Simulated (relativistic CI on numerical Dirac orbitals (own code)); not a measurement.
Magnetism of Ir2+, 5d7, in a crystal field

Calculated by Dirac-Coulomb-Breit CI, separate exchange-only KLI orbitals for each configuration, model QED, valence Slater integrals scaled by 0.7, one configuration in a parametric crystal field (own radial code).

Field parameters in Wybourne normalisation: D3d B²₀ = −7Dσ, B⁴₀ = −14Dq − 21Dτ, B⁴₃ = −14√(10/7) Dq; D4h B²₀ = −7Ds, B⁴₀ = 21(Dq − Dt), B⁴₄ = 21√(5/14) Dq; Oh B⁴₀ = 21Dq, B⁴₄ = √(5/14) B⁴₀; Td as Oh with Dq negative (B⁴₀ = 21Dq, B⁴₄ = √(5/14) B⁴₀). The field is a parameter set, without covalency.

S is read from ⟨S²⟩ = S(S + 1).

Powder χT (cm³ K mol⁻¹) by Van Vleck's formula, with temperature-independent terms:

```
                                       Field    2 K    5 K   10 K   20 K   50 K  100 K  200 K  300 K
D3d, 10Dq = 23850, Dσ = 1190, Dτ = -260 cm⁻¹  0.164  0.167  0.172  0.182  0.213  0.263  0.363  0.453
  D3d, 10Dq = 25450, Dσ = 740, Dτ = 120 cm⁻¹  0.196  0.208  0.227  0.267  0.381  0.507  0.598  0.633
 D4h, 10Dq = 38450, Ds = 2500, Dt = 770 cm⁻¹  0.562  0.562  0.562  0.563  0.566  0.571   0.58  0.589
 D4h, 10Dq = 40000, Ds = 710, Dt = -720 cm⁻¹  0.507  0.507  0.508  0.508  0.511  0.515  0.523   0.53
 D4h, 10Dq = 43600, Ds = 1430, Dt = 620 cm⁻¹  0.525  0.525  0.525  0.526  0.529  0.533  0.541  0.549
                       Oh, 10Dq = 12550 cm⁻¹   1.15   1.15   1.16   1.17   1.19   1.23   1.31   1.39
                       Oh, 10Dq = 21150 cm⁻¹  0.693  0.693  0.694  0.696  0.701   0.71  0.728  0.746
                       Td, 10Dq = -8000 cm⁻¹   3.38   3.38   3.38   3.38   3.39   3.41   3.44   3.47
```

For D4h, 10Dq = 38450, Ds = 2500, Dt = 770 cm⁻¹: what effective moment follows at 300 K?

μ_eff = √(8χT) = 2.17 μB. The ground level has S = 0.54; the spin-only moment for S = 1/2 is 1.73 μB. The difference comes from the orbital moment, spin-orbit mixing of terms and temperature-independent paramagnetism, all larger in this ionic model than in covalent complexes.
